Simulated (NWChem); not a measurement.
System: C₂H₅O₂, doublet; SMILES [O]CCO

Input file for NWChem:

```
start job
memory heap 200 mb stack 700 mb global 900 mb
geometry units angstroms noautosym nocenter noautoz
  O      0.607087     1.455873    -0.194721
  C     -0.454087     0.804313     0.299890
  C     -0.494733    -0.633829    -0.304593
  O      0.564839    -1.442142     0.065594
  H     -0.423845     0.681832     1.407805
  H     -1.426327     1.265325     0.013707
  H     -0.474020    -0.543320    -1.400634
  H     -1.481591    -1.047079    -0.014612
  H      0.532276    -1.584069     1.017617
end
basis spherical
  * library def2-svp
end
dft
  odft
  mult 2
  xc xpbe96 cpbe96
  iterations 150
end
cosmo
  do_cosmo_smd true
  solvent thf
end
task dft energy
```

Excerpt of the output:

```
             Northwest Computational Chemistry Package (NWChem) 7.3.0
             --------------------------------------------------------

                             Geometry "geometry" -> ""
                             -------------------------

 Output coordinates in angstroms (scale by  1.889725989 to convert to a.u.)

  No.       Tag          Charge          X              Y              Z
 ---- ---------------- ---------- -------------- -------------- --------------
    1 O                    8.0000     0.60708700     1.45587300    -0.19472100
    2 C                    6.0000    -0.45408700     0.80431300     0.29989000
    3 C                    6.0000    -0.49473300    -0.63382900    -0.30459300
    4 O                    8.0000     0.56483900    -1.44214200     0.06559400
    5 H                    1.0000    -0.42384500     0.68183200     1.40780500
    6 H                    1.0000    -1.42632700     1.26532500     0.01370700
    7 H                    1.0000    -0.47402000    -0.54332000    -1.40063400
    8 H                    1.0000    -1.48159100    -1.04707900    -0.01461200
    9 H                    1.0000     0.53227600    -1.58406900     1.01761700

 Effective nuclear repulsion energy (a.u.)     124.2486510759

  pbe96 is a nonlocal functional; adding pw91lda local functional.

                                 NWChem DFT Module
                                 -----------------

 Summary of "ao basis" -> "ao basis" (spherical)
 ------------------------------------------------------------------------------
       Tag                 Description            Shells   Functions and Types
 ---------------- ------------------------------  ------  ---------------------
 O                          def2-svp                 6       14   3s2p1d
 C                          def2-svp                 6       14   3s2p1d
 H                          def2-svp                 3        5   2s1p

 in cosmo_initialize ...
 calling solv_data for solv:thf

 solvent parameters
 solvname_short: thf
 solvname_long:  tetrahydrofuran
 dielec:        7.4257
 dielecinf:     1.9740
 nonaqueous SMD model solvent descriptors
 dielec:        7.4257
 sola:          0.0000
 solb:          0.4800
 solc:          0.0000
 solg:         39.4400
 solh:          0.0000
 soln:          1.4050

          ---------------
          -cosmo- solvent
          ---------------
 Cosmo: York-Karplus, doi: 10.1021/jp992097l
 dielectric constant -eps-     =   7.43
 screen = (eps-1)/(eps    )    =   0.86533
 surface charge correction     = lagrangian

   van der Waals surface
 --------------------------

 ---------- ATOMIC COORDINATES (A.U.) ------------ VDWR(ANG.) --
     1    1.14722808    2.75120104   -0.36796933     2.294
     2   -0.85810000    1.51993118    0.56670993     1.850
     3   -0.93490981   -1.19776313   -0.57559731     1.850
     4    1.06739094   -2.72525322    0.12395469     2.294
     5   -0.80095091    1.28847565    2.66036570     1.200
     6   -2.69536720    2.39111754    0.02590247     1.200
     7   -0.89576791   -1.02672592   -2.64681447     1.200
     8   -2.79980102   -1.97869240   -0.02761268     1.200
     9    1.00585579   -2.99345636    1.92301729     1.200
 number of segments per atom =        128
 number of   points per atom =        128
 atom (   nspa,  nppa )
 ----------------------
    1 (     87,     0 )       0
    2 (     21,     0 )       0
    3 (     18,     0 )       0
    4 (     90,     0 )       0
    5 (     45,     0 )       0
    6 (     47,     0 )       0
    7 (     45,     0 )       0
    8 (     51,     0 )       0
    9 (      1,     0 )       0
 number of -cosmo- surface points =      405
 molecular surface =    118.649 angstrom**2
 molecular volume  =    104.639 angstrom**3
 -lineq- algorithm             =   0
 -bem- low  level              =   3
 -bem- from -octahedral-
 gaussian surface charge width =   4.50000
 degree of switching           =   1.00000
 switching function tolerance  =   0.00010
 atomic radii =
 --------------
    1  8.000  2.294
    2  6.000  1.850
    3  6.000  1.850
    4  8.000  2.294
    5  1.000  1.200
    6  1.000  1.200
    7  1.000  1.200
    8  1.000  1.200
    9  1.000  1.200
 ...... end of -cosmo- initialization ......

 nat:                     9
 ixmem:                  4523
 calling mnsol_interface()
 G(SMD-CDS) energy (kcal/mol)  =    -2.093
 SMD-CDS SASA (angstrom**2)    =   117.988

[...]

                                COSMO-SMD solvation results
                                ---------------------------

             internal energy in gas <Psi(g)|H|Psi(g)> =      -229.137467526519
         internal energy in solvent <Psi(s)|H|Psi(s)> =      -229.136307867995
                               delta internal energy  =         0.001159658524 (    0.73 kcal/mol)
   total free energy in solvent <Psi(s)|H+V/2|Psi(s)> =      -229.145455288943
 polarization energy contribution <Psi(s)|V/2|Psi(s)> =        -0.009147420948 (   -5.74 kcal/mol)
    total free energy in solvent including G(SMD-CDS) =      -229.148791429110
                       G(SMD-CDS) energy contribution =        -0.003336140167 (   -2.09 kcal/mol)
     1 M fixed-concentration free energy of solvation =        -0.011323902591 (   -7.11 kcal/mol)

                    DFT Final Alpha Molecular Orbital Analysis
                    ------------------------------------------

 Vector   15  Occ=1.000000D+00  E=-2.664601D-01
              MO Center=  3.1D-01, -1.8D-01, -2.6D-02, r^2= 2.8D+00
   Bfn.  Coefficient  Atom+Function         Bfn.  Coefficient  Atom+Function
  ----- ------------  ---------------      ----- ------------  ---------------
    46      0.351567  4 O  px                 5      0.284538  1 O  py
     6      0.244600  1 O  pz                49      0.244120  4 O  px
    47      0.238597  4 O  py                 8      0.201804  1 O  py
    50      0.173518  4 O  py                 9      0.162771  1 O  pz
    72      0.154514  8 H  s                  4     -0.151017  1 O  px

 Vector   16  Occ=1.000000D+00  E=-2.208214D-01
              MO Center=  9.6D-02, -1.8D-01, -1.2D-02, r^2= 2.8D+00
   Bfn.  Coefficient  Atom+Function         Bfn.  Coefficient  Atom+Function
  ----- ------------  ---------------      ----- ------------  ---------------
    47     -0.361402  4 O  py                 5      0.330959  1 O  py
    50     -0.287753  4 O  py                 8      0.249799  1 O  py
    33      0.244210  3 C  py                19     -0.232755  2 C  py
    46     -0.202479  4 O  px                72     -0.185822  8 H  s
    73     -0.158705  8 H  s                 49     -0.152289  4 O  px

 Vector   17  Occ=1.000000D+00  E=-2.021716D-01
              MO Center=  2.7D-01,  1.3D+00, -5.1D-04, r^2= 1.5D+00
   Bfn.  Coefficient  Atom+Function         Bfn.  Coefficient  Atom+Function
  ----- ------------  ---------------      ----- ------------  ---------------
     6      0.458160  1 O  pz                 9      0.336876  1 O  pz
     4      0.333915  1 O  px                 7      0.245734  1 O  px
    57     -0.222257  5 H  s                 62      0.217450  6 H  s
    58     -0.191787  5 H  s                 63      0.178045  6 H  s
     5     -0.176630  1 O  py                 8     -0.129429  1 O  py

 Vector   18  Occ=0.000000D+00  E= 3.556146D-02
              MO Center= -2.0D-01, -9.5D-01,  9.3D-01, r^2= 4.3D+00
   Bfn.  Coefficient  Atom+Function         Bfn.  Coefficient  Atom+Function
  ----- ------------  ---------------      ----- ------------  ---------------
    78      0.925656  9 H  s                 31     -0.776512  3 C  s
    73      0.735797  8 H  s                 17     -0.705975  2 C  s
    58      0.637038  5 H  s                 45     -0.604375  4 O  s
    63      0.487106  6 H  s                 35      0.389575  3 C  px
    23     -0.312671  2 C  pz                51     -0.290679  4 O  pz

 Vector   19  Occ=0.000000D+00  E= 7.364405D-02
              MO Center= -8.3D-01, -3.3D-01, -2.6D-01, r^2= 5.7D+00
   Bfn.  Coefficient  Atom+Function         Bfn.  Coefficient  Atom+Function
  ----- ------------  ---------------      ----- ------------  ---------------
    31      1.248965  3 C  s                 68     -1.113858  7 H  s
    63     -1.104548  6 H  s                 17      0.851872  2 C  s
    73     -0.742942  8 H  s                 78      0.727773  9 H  s
    45     -0.571933  4 O  s                 21     -0.460603  2 C  px
    37     -0.390884  3 C  pz                36     -0.230717  3 C  py

 Vector   20  Occ=0.000000D+00  E= 8.974958D-02
              MO Center= -4.5D-01,  3.3D-02,  2.2D-01, r^2= 5.4D+00
   Bfn.  Coefficient  Atom+Function         Bfn.  Coefficient  Atom+Function
  ----- ------------  ---------------      ----- ------------  ---------------
    17      1.696670  2 C  s                 58     -1.475720  5 H  s
    68      1.266053  7 H  s                 31     -1.107468  3 C  s
    36     -0.520917  3 C  py                63     -0.514855  6 H  s
    37      0.488987  3 C  pz                45     -0.434814  4 O  s
    23      0.415617  2 C  pz                35      0.285731  3 C  px

                     DFT Final Beta Molecular Orbital Analysis
                     -----------------------------------------

 Vector   14  Occ=1.000000D+00  E=-2.913277D-01
              MO Center=  8.3D-02, -8.8D-01, -2.0D-01, r^2= 2.2D+00
   Bfn.  Coefficient  Atom+Function         Bfn.  Coefficient  Atom+Function
  ----- ------------  ---------------      ----- ------------  ---------------
    48      0.305830  4 O  pz                67      0.265977  7 H  s
    46     -0.224382  4 O  px                45     -0.222929  4 O  s
    34     -0.221769  3 C  pz                77      0.204018  9 H  s
    47      0.193155  4 O  py                32      0.181165  3 C  px
    72     -0.179145  8 H  s                 51      0.170418  4 O  pz

[...]
```

Level: PBE/def2-SVP, spin-unrestricted, SMD on the gas-phase geometry. The geometry was optimised at PBE0/def2-SVP, spin-unrestricted. No stability test was run on the SCF state. Solvent: tetrahydrofuran.
